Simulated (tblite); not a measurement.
Compound: C7H9BS.
Atom-mapped SMILES: `[CH2:1]=[CH:2][CH2:3][BH:4][c:5]1[cH:6][cH:7][cH:8][s:9]1` (hydrogens: H10, H11 on C1; H12 on C2; H13, H14 on C3; H15 on B4; H16 on C6; H17 on C7; H18 on C8)

Computed with GFN2-xTB (tblite), gas phase: L-BFGS steps from a force-field or distance-geometry start until the largest atomic force falls under 0.01 eV/Å.

Step 40: E = -652.7608 eV
```
atom  x, y, z in Å  |  force x, y, z in eV/Å
C1      3.8156   -0.3332   -0.5619    0.077  -0.020   0.037
C2      2.7201    0.2026   -0.0568   -0.023   0.112  -0.052
C3      1.3479    0.0242   -0.6256    0.028  -0.013   0.027
B4      0.2428   -0.3743    0.4489    0.126  -0.007  -0.019
C5     -1.2397   -0.1930    0.1348    0.002   0.005   0.149
C6     -1.9359   -0.0583   -1.0439    0.039   0.022   0.090
C7     -3.2945    0.2479   -0.8757   -0.005  -0.014   0.073
C8     -3.6470    0.3463    0.4391   -0.029   0.043  -0.122
S9     -2.3338    0.0412    1.4865   -0.005  -0.031  -0.102
H10     3.7892   -1.0105   -1.4069    0.003   0.147   0.113
H11     4.7885   -0.1142   -0.1512   -0.013  -0.126  -0.002
H12     2.7693    0.8702    0.7984    0.090  -0.077  -0.109
H13     1.4076   -0.7037   -1.4442   -0.131   0.009   0.113
H14     1.0880    0.9795   -1.1068   -0.127  -0.149   0.095
H15     0.5284   -0.7300    1.5390    0.060   0.085  -0.231
H16    -1.4708   -0.2017   -2.0030    0.008   0.061  -0.021
H17    -3.9776    0.4085   -1.6876   -0.078  -0.018  -0.065
H18    -4.6068    0.6049    0.8405   -0.022  -0.027   0.028
```

Step 41: E = -652.7664 eV
```
atom  x, y, z in Å  |  force x, y, z in eV/Å
C1      3.8062   -0.3367   -0.5616    0.150  -0.077   0.027
C2      2.7075    0.2027   -0.0710   -0.068   0.116  -0.001
C3      1.3334    0.0276   -0.6379    0.155  -0.009   0.069
B4      0.2464   -0.3535    0.4565    0.165  -0.093  -0.108
C5     -1.2353   -0.1847    0.1500    0.008   0.071   0.246
C6     -1.9193   -0.0449   -1.0320   -0.012   0.036   0.127
C7     -3.2783    0.2517   -0.8723   -0.014  -0.090  -0.151
C8     -3.6486    0.3316    0.4310   -0.039   0.104   0.189
S9     -2.3426    0.0453    1.4898    0.053  -0.096   0.023
H10     3.7882   -1.0113   -1.4075   -0.004   0.121   0.069
H11     4.7765   -0.1353   -0.1328   -0.064  -0.092  -0.023
H12     2.7496    0.8593    0.7905    0.113  -0.005  -0.059
H13     1.3890   -0.7105   -1.4442   -0.143  -0.026   0.048
H14     1.0740    0.9767   -1.1246   -0.132  -0.081   0.046
H15     0.5633   -0.7151    1.5298    0.020   0.072  -0.092
H16    -1.4492   -0.1764   -1.9835    0.106   0.029  -0.208
H17    -3.9578    0.4025   -1.6818   -0.185   0.024  -0.257
H18    -4.6117    0.5774    0.8251   -0.109  -0.005   0.054
```

Step 42: E = -652.7760 eV
```
atom  x, y, z in Å  |  force x, y, z in eV/Å
C1      3.8105   -0.3526   -0.5676    0.154  -0.119  -0.018
C2      2.7161    0.2006   -0.0832   -0.060   0.100   0.058
C3      1.3371    0.0184   -0.6349    0.128  -0.002   0.023
B4      0.2461   -0.3177    0.4722    0.169  -0.117  -0.033
C5     -1.2363   -0.1725    0.1547   -0.057   0.103   0.284
C6     -1.9096   -0.0069   -1.0328   -0.067   0.028   0.167
C7     -3.2762    0.2621   -0.8756   -0.083  -0.098   0.075
C8     -3.6684    0.2913    0.4303    0.042   0.101  -0.038
S9     -2.3688   -0.0009    1.4940    0.183  -0.112  -0.137
H10     3.7837   -1.0455   -1.3993    0.002   0.136   0.078
H11     4.7855   -0.1480   -0.1504   -0.084  -0.083  -0.020
H12     2.7696    0.8716    0.7667    0.093   0.006  -0.068
H13     1.3798   -0.7470   -1.4195   -0.138   0.040   0.092
H14     1.0860    0.9573   -1.1482   -0.135  -0.123   0.054
H15     0.5593   -0.6350    1.5652    0.000   0.088  -0.190
H16    -1.4296   -0.0978   -1.9897    0.037   0.049  -0.027
H17    -3.9516    0.4250   -1.6861   -0.181   0.033  -0.260
H18    -4.6419    0.5040    0.8278   -0.005  -0.030  -0.040
```

Task: Estimate the geometry and energy of step 43. (The exact step hangs on the optimiser's Hessian estimate; all steps are aligned on step 42, rigid shifts and turns removed.)

Result: E = -652.7859 eV, largest force 0.229 eV/Å
```
atom  x, y, z in Å  |  force x, y, z in eV/Å
C1      3.8149   -0.3587   -0.5688    0.092  -0.096  -0.024
C2      2.7227    0.2034   -0.0892   -0.011   0.041   0.087
C3      1.3418    0.0139   -0.6302    0.073   0.003  -0.017
B4      0.2491   -0.3081    0.4745    0.073  -0.080   0.054
C5     -1.2367   -0.1686    0.1583   -0.058   0.107   0.162
C6     -1.9072    0.0082   -1.0315   -0.079   0.020   0.112
C7     -3.2781    0.2657   -0.8765   -0.114  -0.080   0.046
C8     -3.6779    0.2783    0.4288    0.085   0.070  -0.057
S9     -2.3776   -0.0216    1.4924    0.164  -0.089  -0.132
H10     3.7828   -1.0548   -1.3945    0.005   0.072   0.016
H11     4.7907   -0.1563   -0.1573   -0.039  -0.055   0.007
H12     2.7864    0.8783    0.7556    0.053   0.038  -0.047
H13     1.3709   -0.7629   -1.4036   -0.083   0.043   0.066
H14     1.0858    0.9449   -1.1525   -0.126  -0.081   0.018
H15     0.5586   -0.6004    1.5740    0.012   0.055  -0.157
H16    -1.4257   -0.0638   -1.9943   -0.011   0.050   0.120
H17    -3.9535    0.4334   -1.6907   -0.099   0.020  -0.171
H18    -4.6557    0.4756    0.8290    0.062  -0.037  -0.080
```

The energy changes by -0.0099 eV. The first-order estimate −F·Δx gives -0.0131 eV and the mean of the old and new forces, exact on a quadratic surface, -0.0099 eV. The step makes an angle of 78° with the force vector and moves no atom by more than 0.036 Å.

The cost below is that of the whole relaxation. Time: 1.7 s. Hardware: an Arm Neoverse N1 with one thread, shared host.
